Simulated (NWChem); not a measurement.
# CH$_{3}$F$_{3}$Si; SMILES [SiH](CF)(F)F

```xyz
8

F      0.6410    -1.9244     0.0000
C     -0.6057    -1.2947     0.0000
Si    -0.3897     0.5794     0.0000
F      0.4434     1.0258     1.2947
F      0.4434     1.0258    -1.2947
H     -1.1685    -1.6243    -0.8852
H     -1.1685    -1.6243     0.8852
H     -1.6934     1.2819     0.0000
```
Atoms are numbered in this order, from 1.

Program: NWChem. Pople sets run with spherical d functions. Coordinates come from a B3LYP/6-31G* (spherical d) optimisation. Atomic charges in e: unrestrained fits to the electrostatic potential beside Mulliken populations; buried atoms are poorly determined by the fit.

For level B3LYP/def2-SVP:

| Quantity | Result |
|---|---|
| Mulliken F1 | -0.28 |
| Mulliken C2 | 0.06 |
| ESP Si3 | 0.86 |
| Mulliken Si3 | 0.90 |
| Mulliken F4 | -0.32 |
| Mulliken F5 | -0.32 |

Problem. How do the values read with level Hartree-Fock/6-31G* instead?

Solution. The Mulliken F1 comes out as -0.44. The Mulliken C2 comes out as -0.15 and the ESP Si3 comes out as 1.00. The Mulliken Si3 is 1.45 and the Mulliken F4 comes out as -0.53. The Mulliken F5 is -0.53.
